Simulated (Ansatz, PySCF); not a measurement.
Reaction R1 → P1, each structure at its B3LYP-D3(BJ)/def2-TZVP stationary point, reached from a drawn start; harmonic modes at that level show minima.
R1, C2H3N (SMILES CC#N) (charge 0, multiplicity 1):
```csv
atom,x (Å),y (Å),z (Å)
C,-0.4885,0.0037,-0.0081
C,0.9657,-0.0074,0.0159
N,2.1148,-0.0162,0.0350
H,-0.8587,-0.7598,-0.6926
H,-0.8821,-0.1975,0.9885
H,-0.8512,0.9772,-0.3388
```
P1, C2H3N (SMILES [C-]#[N+]C) (charge 0, multiplicity 1, Z-matrix in Å and degrees):
```
C
H 1 1.0897
H 1 1.0897 2 109.15
H 1 1.0897 2 109.15 3 -119.22
N 1 1.4180 2 109.79 4 -120.39
C 5 1.1645 3 150.15 1 -180.00
```

P less R. No zero-point or thermal terms.

Frozen-core correlation throughout.

Codes used: Ansatz (Gaussian orbitals); PySCF for the D3/D4 terms. No computed number here is a measurement.

```json
[
 {"level": "PBE/def2-TZVPP", "reaction energy (eV)": "1.083"},
 {"level": "PBE0-D4/def2-TZVPP", "reaction energy (eV)": "1.045"},
 {"level": "CAM-B3LYP-D4/def2-TZVPP", "reaction energy (eV)": "0.993"},
 {"level": "B2PLYP-D4/def2-TZVPP", "reaction energy (eV)": "1.069"},
 {"level": "MP2/cc-pVQZ", "reaction energy (eV)": "1.164"},
 {"level": "SCS-MP2/cc-pVTZ", "reaction energy (eV)": "1.115"},
 {"level": "CCSD/cc-pVDZ", "reaction energy (eV)": "1.048"},
 {"level": "CCSD(T)/cc-pVDZ", "reaction energy (eV)": "…"},
 {"level": "CCSD(T)/cc-pVQZ", "reaction energy (eV)": "…"}
]
```

Q: Some entries are withheld; supply them.

A: 
- CCSD(T)/cc-pVDZ, reaction energy (eV): 1.058
- CCSD(T)/cc-pVQZ, reaction energy (eV): 1.049

Ansatz is a program for electronic structure.
